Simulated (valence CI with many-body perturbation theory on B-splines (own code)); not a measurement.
E1 line list for Ta68+

Method: configuration interaction combined with many-body perturbation theory (CI+MBPT): three valence electrons over a frozen Dirac-Fock core [He], radial functions for each j: 11 s, 11 p, 9 d, 7 f, 5 g, 2 h, 1 i, with the one-electron correlation potential Σ1, the two-electron term Σ2, the three-electron term Σ3, Breit, model QED; selected CI, second order for the rest (own B-spline code, finite nucleus).

The last digits are not significant, and no measured levels were compared; by estimate large intervals hold to a few tenths of a per cent, small ones and those within an open d or f shell to about a per cent.

Lines 201 to 250 of 285 in falling wavelength, among levels below 943.63 Ry, chosen from the strongest by gf and those to the six lowest levels. Wavelengths and rates use the calculated energies. Electric multipoles are in the length gauge, E1 and E2 with the static RPA response of the core. Weak lines are less certain than strong ones. Lines between different terms over intervals too small for the method are left out, as are lines whose strength nearly cancels. The highest levels of a list are the least certain.

Levels are named by their leading jj configuration (3d3/2^4 stands for four electrons in 3d with j = 3/2), which in mixed levels can hold well under half, so a name can repeat and another be missing. Letters in brackets count levels of one name in rising energy.

```
λ vac (nm)                          Upper                       Lower   A (s⁻¹)  S (a.u.) with core polarisation  S without
    0.1175     (2s 2p1/2 3p1/2) J=1/2 [a]          (2s^2 2p1/2) J=1/2  1.88e+14                         3.02e-04   3.02e-04
    0.1173     (2s 2p3/2 3p1/2) J=3/2 [a]          (2s^2 2p3/2) J=3/2  1.63e+14                         5.19e-04   5.18e-04
    0.1172         (2s 2p3/2 3p1/2) J=5/2          (2s^2 2p3/2) J=3/2  4.21e+14                         2.01e-03   2.01e-03
    0.1172         (2s 2p1/2 3p1/2) J=3/2          (2s^2 2p1/2) J=1/2  4.83e+14                         1.54e-03   1.53e-03
    0.1170  (2p1/2 2p3/2 3p1/2) J=3/2 [b]      (2s 2p1/2 2p3/2) J=1/2  6.79e+13                         2.15e-04   2.15e-04
    0.1170          (2p1/2^2 3p1/2) J=1/2          (2s 2p1/2^2) J=1/2  8.72e+14                         1.38e-03   1.38e-03
    0.1169  (2p1/2 2p3/2 3p1/2) J=3/2 [a]      (2s 2p1/2 2p3/2) J=5/2  1.49e+14                         4.69e-04   4.69e-04
    0.1168      (2p1/2 2p3/2 3p1/2) J=5/2      (2s 2p1/2 2p3/2) J=5/2  3.53e+14                         1.66e-03   1.66e-03
    0.1167     (2s 2p1/2 3p1/2) J=1/2 [b]          (2s^2 2p1/2) J=1/2  2.46e+14                         3.86e-04   3.86e-04
    0.1165      (2p1/2 2p3/2 3p1/2) J=1/2  (2s 2p1/2 2p3/2) J=3/2 [a]  6.11e+14                         9.54e-04   9.53e-04
    0.1165  (2p1/2 2p3/2 3p1/2) J=3/2 [a]  (2s 2p1/2 2p3/2) J=3/2 [a]  3.84e+14                         1.20e-03   1.20e-03
    0.1163      (2p1/2 2p3/2 3p1/2) J=5/2  (2s 2p1/2 2p3/2) J=3/2 [a]  6.57e+13                         3.06e-04   3.06e-04
    0.1163         (2s 2p3/2 3p1/2) J=1/2          (2s^2 2p3/2) J=3/2  4.08e+14                         6.34e-04   6.33e-04
    0.1163     (2s 2p3/2 3p1/2) J=3/2 [b]          (2s^2 2p3/2) J=3/2  2.68e+14                         8.32e-04   8.32e-04
    0.1163  (2p1/2 2p3/2 3p1/2) J=3/2 [b]      (2s 2p1/2 2p3/2) J=5/2  3.94e+14                         1.22e-03   1.22e-03
    0.1158  (2p1/2 2p3/2 3p1/2) J=3/2 [b]  (2s 2p1/2 2p3/2) J=3/2 [a]  2.60e+13                         7.97e-05   7.96e-05
    0.1157  (2p1/2 2p3/2 3d3/2) J=3/2 [a]       (2p1/2^2 2p3/2) J=3/2  2.46e+14                         7.52e-04   7.52e-04
    0.1155     (2s 2p3/2 3d3/2) J=3/2 [a]      (2s 2p1/2 2p3/2) J=1/2  2.91e+12                         8.83e-06   8.85e-06
    0.1154     (2s 2p1/2 3d3/2) J=3/2 [a]          (2s 2p1/2^2) J=1/2  1.82e+14                         5.50e-04   5.51e-04
    0.1153  (2p1/2 2p3/2 3d3/2) J=5/2 [b]       (2p1/2^2 2p3/2) J=3/2  1.79e+15                         8.13e-03   8.14e-03
    0.1153  (2p1/2 2p3/2 3d3/2) J=3/2 [b]       (2p1/2^2 2p3/2) J=3/2  1.62e+15                         4.89e-03   4.89e-03
    0.1151  (2p1/2 2p3/2 3d3/2) J=1/2 [b]       (2p1/2^2 2p3/2) J=3/2  1.84e+15                         2.77e-03   2.78e-03
    0.1151         (2p1/2 2p3/2 3s) J=1/2          (2s^2 2p3/2) J=3/2  1.69e+12                         2.55e-06   2.54e-06
    0.1150         (2p1/2 2p3/2 3s) J=5/2          (2s^2 2p3/2) J=3/2  4.82e+12                         2.17e-05   2.17e-05
    0.1149     (2p1/2 2p3/2 3s) J=3/2 [b]          (2s^2 2p3/2) J=3/2  2.34e+12                         7.02e-06   7.01e-06
    0.1149             (2p1/2^2 3s) J=1/2          (2s^2 2p1/2) J=1/2  1.24e+13                         1.85e-05   1.85e-05
    0.1148     (2s 2p1/2 3d3/2) J=3/2 [b]          (2s 2p1/2^2) J=1/2  1.74e+15                         5.20e-03   5.20e-03
    0.1148         (2s 2p1/2 3d3/2) J=1/2          (2s 2p1/2^2) J=1/2  1.72e+15                         2.57e-03   2.57e-03
    0.1148     (2s 2p3/2 3d3/2) J=5/2 [a]      (2s 2p1/2 2p3/2) J=5/2  7.37e+14                         3.30e-03   3.30e-03
    0.1147     (2s 2p3/2 3d3/2) J=3/2 [a]      (2s 2p1/2 2p3/2) J=5/2  2.68e+14                         7.99e-04   7.99e-04
    0.1147         (2s 2p3/2 3d3/2) J=7/2      (2s 2p1/2 2p3/2) J=5/2  1.45e+15                         8.63e-03   8.63e-03
    0.1146     (2s 2p3/2 3d3/2) J=3/2 [b]  (2s 2p1/2 2p3/2) J=3/2 [b]  6.01e+14                         1.79e-03   1.79e-03
    0.1146     (2s 2p3/2 3d3/2) J=3/2 [b]      (2s 2p1/2 2p3/2) J=1/2  7.29e+14                         2.17e-03   2.17e-03
    0.1145     (2s 2p3/2 3d3/2) J=5/2 [b]  (2s 2p1/2 2p3/2) J=3/2 [b]  1.38e+15                         6.14e-03   6.15e-03
    0.1144     (2s 2p3/2 3d3/2) J=1/2 [b]      (2s 2p1/2 2p3/2) J=1/2  1.29e+15                         1.92e-03   1.92e-03
    0.1143     (2s 2p3/2 3d3/2) J=5/2 [a]  (2s 2p1/2 2p3/2) J=3/2 [a]  6.62e+14                         2.93e-03   2.93e-03
    0.1143             (2s^2 3d3/2) J=3/2          (2s^2 2p1/2) J=1/2  1.42e+15                         4.19e-03   4.19e-03
    0.1143     (2s 2p3/2 3d3/2) J=3/2 [a]  (2s 2p1/2 2p3/2) J=3/2 [a]  1.09e+15                         3.21e-03   3.21e-03
    0.1142     (2s 2p3/2 3d3/2) J=1/2 [a]  (2s 2p1/2 2p3/2) J=3/2 [a]  1.35e+15                         1.98e-03   1.98e-03
    0.1141     (2s 2p3/2 3d5/2) J=3/2 [a]      (2s 2p1/2 2p3/2) J=1/2  6.35e+13                         1.86e-04   1.86e-04
    0.1140         (2s 2p3/2 3d5/2) J=1/2      (2s 2p1/2 2p3/2) J=1/2  2.16e+12                         3.15e-06   3.16e-06
    0.1139     (2s 2p3/2 3d3/2) J=3/2 [b]      (2s 2p1/2 2p3/2) J=5/2  4.38e+12                         1.28e-05   1.28e-05
    0.1138     (2s 2p3/2 3d3/2) J=5/2 [b]      (2s 2p1/2 2p3/2) J=5/2  5.75e+11                         2.51e-06   2.50e-06
    0.1136     (2s 2p3/2 3d5/2) J=5/2 [a]      (2s 2p1/2 2p3/2) J=5/2  2.38e+12                         1.03e-05   1.03e-05
    0.1135     (2s 2p3/2 3d5/2) J=7/2 [a]      (2s 2p1/2 2p3/2) J=5/2  8.95e+12                         5.16e-05   5.17e-05
    0.1134     (2s 2p3/2 3d3/2) J=5/2 [b]  (2s 2p1/2 2p3/2) J=3/2 [a]  1.56e+13                         6.73e-05   6.74e-05
    0.1133     (2s 2p3/2 3d5/2) J=3/2 [b]      (2s 2p1/2 2p3/2) J=1/2  1.53e+13                         4.40e-05   4.39e-05
    0.1133  (2p1/2 2p3/2 3p3/2) J=1/2 [a]      (2s 2p1/2 2p3/2) J=1/2  2.65e+14                         3.81e-04   3.81e-04
    0.1132  (2p1/2 2p3/2 3p3/2) J=3/2 [a]  (2s 2p1/2 2p3/2) J=3/2 [b]  1.99e+14                         5.72e-04   5.71e-04
    0.1132  (2p1/2 2p3/2 3p3/2) J=3/2 [a]      (2s 2p1/2 2p3/2) J=1/2  1.07e+14                         3.06e-04   3.05e-04
```
